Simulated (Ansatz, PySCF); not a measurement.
Caution: the highest occupied level lies above zero, so the state may not be bound. This singlet lies 0.78 eV below the relaxed triplet at the level frozen-core CCSD(T)/aug-cc-pVTZ // B3LYP-D3(BJ)/def2-TZVPD (Ansatz, a program for electronic structure).

B3LYP has the VWN-RPA correlation part, as in Gaussian. 

Cartesian coordinates (Å):
SMILES: B[B-]O
```xyz
6

B     -1.0729     0.0919    -0.1004
B      0.4523     0.1421    -0.0504
O      1.8178     0.1996    -0.0118
H     -1.6480    -0.3987    -1.0467
H     -1.7395     0.5474     0.8024
H      2.1903    -0.5824     0.4070
```
Charge -1, spin multiplicity 1.

Problem. Estimate the total energy and HOMO that B3LYP-D3(BJ)/def2-TZVPD run with PySCF returns for this input.

Solution. 
```
Property            Value
------------  -----------
total energy  -3449.94 eV
HOMO              1.44 eV
```
